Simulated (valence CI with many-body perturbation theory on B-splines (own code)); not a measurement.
## Forbidden lines of Er XXVIII

Method: configuration interaction combined with many-body perturbation theory (CI+MBPT): five valence electrons over a frozen Dirac-Fock core [Kr], a basis of 7 s, 7 p, 8 d, 6 f, 4 g, 1 h functions for each j, with the one-electron correlation potential Σ1, the two-electron term Σ2, the three-electron term Σ3, Breit, model QED; selected CI, second order for the rest, scaled by the run's own slope (own B-spline code, finite nucleus).

No measured spectrum was set against this ion. As an estimate, large intervals hold to a few tenths of a per cent, small ones and those within an open d or f shell to about a per cent. The list stops below the first excitations out of the core.

Lines 51 to 100 of 120 in falling wavelength, among levels below 855160 cm⁻¹, chosen from the decays that carry over 1 % of a level's rate. Wavelengths and rates use the calculated energies. Electric multipoles are in the length gauge, E1 and E2 with the static RPA response of the core. Weak lines are less certain than strong ones. Lines between different terms over intervals too small for the method are left out, as are lines whose strength nearly cancels.

Levels are named by their leading jj configuration (3d3/2^4 stands for four electrons in 3d with j = 3/2), which in mixed levels can hold well under half, so a name can repeat and another be missing. Letters in brackets count levels of one name in rising energy.

| λ vac (Å) | Upper | Lower | Type | A (s⁻¹) | Branch % |
| --- | --- | --- | --- | --- | --- |
| 1181 | (4d3/2^2 4d5/2^3) J=1/2 [a] | (4d3/2^3 4d5/2^2) J=3/2 [a] | M1 | 7.93e+03 | 59.5 |
| 1160 | (4d3/2 4d5/2^4) J=5/2 [a] | (4d3/2^2 4d5/2^3) J=7/2 [a] | M1 | 7.32e+03 | 17.1 |
| 1160 | (4d3/2^2 4d5/2^3) J=5/2 [c] | (4d3/2^3 4d5/2^2) J=7/2 [b] | M1 | 4.28e+03 | 24.4 |
| 1147 | (4d3/2^2 4d5/2^3) J=13/2 | (4d3/2^3 4d5/2^2) J=11/2 | M1 | 1.58e+03 | 98.5 |
| 1111 | (4d3/2^3 4d5/2^2) J=7/2 [a] | (4d3/2^4 4d5/2) J=5/2 | M1 | 4.03e+03 | 90.2 |
| 1109 | (4d3/2^2 4d5/2^3) J=5/2 [a] | (4d3/2^3 4d5/2^2) J=5/2 [a] | M1 | 1.85e+04 | 84.4 |
| 1098 | (4d3/2^2 4d5/2^3) J=3/2 [a] | (4d3/2^3 4d5/2^2) J=3/2 [a] | M1 | 1.11e+04 | 43.5 |
| 1079 | (4d3/2 4d5/2^4) J=3/2 [a] | (4d3/2^2 4d5/2^3) J=5/2 [b] | M1 | 4.20e+03 | 12.7 |
| 1075 | (4d3/2^3 4d5/2^2) J=3/2 [a] | (4d3/2^4 4d5/2) J=5/2 | M1 | 1.33e+04 | 99.5 |
| 1049 | (4d3/2^2 4d5/2^3) J=5/2 [b] | (4d3/2^3 4d5/2^2) J=3/2 [a] | M1 | 1.78e+03 | 13.5 |
| 1041 | (4d3/2 4d5/2^4) J=11/2 | (4d3/2^2 4d5/2^3) J=13/2 | M1 | 3.39e+03 | 13.4 |
| 1031 | (4d3/2 4d5/2^4) J=3/2 [a] | (4d3/2^2 4d5/2^3) J=3/2 [a] | M1 | 1.20e+04 | 36.0 |
| 1016 | (4d3/2^2 4d5/2^3) J=5/2 [b] | (4d3/2^3 4d5/2^2) J=7/2 [a] | M1 | 3.52e+03 | 26.8 |
| 1015 | (4d3/2^3 4d5/2^2) J=3/2 [b] | (4d3/2^3 4d5/2^2) J=5/2 [a] | M1 | 7.04e+02 | 21.6 |
| 1014 | (4d3/2 4d5/2^4) J=7/2 [a] | (4d3/2^2 4d5/2^3) J=9/2 [a] | M1 | 1.01e+04 | 34.9 |
| 1009 | (4d3/2^2 4d5/2^3) J=7/2 [b] | (4d3/2^3 4d5/2^2) J=5/2 [b] | M1 | 2.07e+02 | 4.4 |
| 1008 | (4d3/2^2 4d5/2^3) J=9/2 [b] | (4d3/2^3 4d5/2^2) J=9/2 | M1 | 1.02e+04 | 55.1 |
| 994.2 | (4d3/2^2 4d5/2^3) J=5/2 [d] | (4d3/2^2 4d5/2^3) J=5/2 [b] | M1 | 4.07e+03 | 20.0 |
| 981.1 | (4d3/2 4d5/2^4) J=5/2 [a] | (4d3/2^2 4d5/2^3) J=5/2 [a] | M1 | 2.61e+04 | 61.1 |
| 967.1 | (4d3/2 4d5/2^4) J=3/2 [a] | (4d3/2^2 4d5/2^3) J=1/2 [a] | M1 | 1.09e+04 | 32.8 |
| 965.3 | (4d3/2^2 4d5/2^3) J=7/2 [b] | (4d3/2^3 4d5/2^2) J=9/2 | M1 | 2.49e+03 | 53.2 |
| 963.6 | (4d3/2^2 4d5/2^3) J=7/2 [c] | (4d3/2^3 4d5/2^2) J=7/2 [b] | M1 | 4.00e+03 | 35.6 |
| 962.1 | (4d3/2^2 4d5/2^3) J=3/2 [b] | (4d3/2^3 4d5/2^2) J=1/2 | M1 | 1.42e+03 | 19.7 |
| 949.5 | (4d3/2^3 4d5/2^2) J=9/2 | (4d3/2^4 4d5/2) J=5/2 | E2 | 1.10e+00 | 1.8 |
| 944.4 | (4d3/2^2 4d5/2^3) J=7/2 [a] | (4d3/2^3 4d5/2^2) J=5/2 [a] | M1 | 2.06e+03 | 19.7 |
| 942.4 | (4d3/2 4d5/2^4) J=11/2 | (4d3/2^2 4d5/2^3) J=9/2 [a] | M1 | 4.25e+03 | 16.9 |
| 924.6 | (4d3/2^2 4d5/2^3) J=9/2 [b] | (4d3/2^3 4d5/2^2) J=11/2 | M1 | 3.51e+03 | 19.0 |
| 924.5 | (4d3/2 4d5/2^4) J=7/2 [a] | (4d3/2^2 4d5/2^3) J=7/2 [a] | M1 | 8.86e+03 | 30.7 |
| 916.7 | (4d3/2^2 4d5/2^3) J=3/2 [b] | (4d3/2^3 4d5/2^2) J=5/2 [b] | M1 | 1.77e+03 | 24.5 |
| 899.7 | (4d3/2 4d5/2^4) J=11/2 | (4d3/2^2 4d5/2^3) J=11/2 | M1 | 1.52e+04 | 60.2 |
| 877.2 | (4d3/2^2 4d5/2^3) J=1/2 [b] | (4d3/2^3 4d5/2^2) J=1/2 | M1 | 5.02e+03 | 30.7 |
| 873.2 | (4d3/2^2 4d5/2^3) J=9/2 [b] | (4d3/2^3 4d5/2^2) J=7/2 [a] | M1 | 3.27e+03 | 17.6 |
| 840.7 | (4d3/2^2 4d5/2^3) J=7/2 [b] | (4d3/2^3 4d5/2^2) J=7/2 [a] | M1 | 1.69e+02 | 3.6 |
| 839.1 | (4d3/2^2 4d5/2^3) J=5/2 [c] | (4d3/2^3 4d5/2^2) J=3/2 [a] | M1 | 2.74e+03 | 15.6 |
| 833.7 | (4d3/2^2 4d5/2^3) J=7/2 [c] | (4d3/2^3 4d5/2^2) J=5/2 [b] | M1 | 2.04e+03 | 18.2 |
| 817.9 | (4d3/2^2 4d5/2^3) J=5/2 [c] | (4d3/2^3 4d5/2^2) J=7/2 [a] | M1 | 7.47e+03 | 42.7 |
| 811.1 | (4d3/2^2 4d5/2^3) J=9/2 [c] | (4d3/2^3 4d5/2^2) J=7/2 [b] | M1 | 4.17e+03 | 60.2 |
| 807.0 | (4d3/2 4d5/2^4) J=7/2 [a] | (4d3/2^2 4d5/2^3) J=5/2 [a] | M1 | 1.11e+03 | 3.9 |
| 805.9 | (4d3/2 4d5/2^4) J=5/2 [a] | (4d3/2^3 4d5/2^2) J=7/2 [b] | M1 | 4.32e+02 | 1.0 |
| 803.3 | (4d3/2^2 4d5/2^3) J=7/2 [c] | (4d3/2^3 4d5/2^2) J=9/2 | M1 | 4.57e+03 | 40.7 |
| 799.3 | (4d3/2^2 4d5/2^3) J=5/2 [d] | (4d3/2^2 4d5/2^3) J=7/2 [a] | M1 | 1.68e+03 | 8.3 |
| 794.4 | (4d3/2^2 4d5/2^3) J=3/2 [b] | (4d3/2^3 4d5/2^2) J=3/2 [a] | M1 | 2.57e+03 | 35.6 |
| 793.6 | (4d3/2^3 4d5/2^2) J=7/2 [b] | (4d3/2^4 4d5/2) J=5/2 | M1 | 4.59e+02 | 69.9 |
| 792.9 | (4d3/2^2 4d5/2^3) J=3/2 [a] | (4d3/2^3 4d5/2^2) J=5/2 [a] | M1 | 8.88e+03 | 34.8 |
| 754.8 | (4d3/2^2 4d5/2^3) J=5/2 [d] | (4d3/2^3 4d5/2^2) J=3/2 [b] | M1 | 3.63e+03 | 17.9 |
| 752.0 | (4d3/2 4d5/2^4) J=3/2 [a] | (4d3/2^2 4d5/2^3) J=5/2 [a] | M1 | 3.22e+03 | 9.7 |
| 735.6 | (4d3/2^2 4d5/2^3) J=1/2 [b] | (4d3/2^3 4d5/2^2) J=3/2 [a] | M1 | 1.05e+04 | 64.0 |
| 713.0 | (4d3/2 4d5/2^4) J=5/2 [a] | (4d3/2^3 4d5/2^2) J=5/2 [b] | M1 | 4.67e+03 | 10.9 |
| 710.0 | (4d3/2^2 4d5/2^3) J=5/2 [d] | (4d3/2^2 4d5/2^3) J=5/2 [a] | M1 | 1.86e+03 | 9.2 |
| 684.7 | (4d3/2 4d5/2^4) J=7/2 [a] | (4d3/2^3 4d5/2^2) J=7/2 [b] | M1 | 4.73e+02 | 1.6 |
